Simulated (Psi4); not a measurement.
A ladder of methods for GeH2I2 (SMILES [I][GeH2][I])

The species is GeH2I2 (5 atoms), meant as a singlet with charge 0. As SMILES, `[I][GeH2][I]`. Geometry: optimised at PBE0/def2-TZVP.

Quantity: the dipole moment, in D. The values are calculated.

| level | kind | program | value (D) | CPU time |
| --- | --- | --- | --- | --- |
| PBE-D4/def2-TZVPP (density fitting, core potential) | GGA | Psi4 | 1.10 | 51 s |
| r2SCAN-D4/def2-TZVPP (density fitting, core potential) | meta-GGA | Psi4 | 1.19 | 86 s |
| B3LYP-D4/def2-TZVPP (density fitting, core potential) | global hybrid | Psi4 | 1.18 | 47 s |
| PBE0-D4/def2-TZVPP (density fitting, core potential) | global hybrid | Psi4 | 1.21 | 57 s |
| wB97M-V/def2-TZVPP (density fitting, core potential) | range-separated hybrid | Psi4 | 1.26 | 1.8 min |

The values span 1.10 to 1.26 D. Magnitudes only. Times are those of the runs behind each value, whatever else they computed, on shared processors of several kinds: orders of magnitude only.
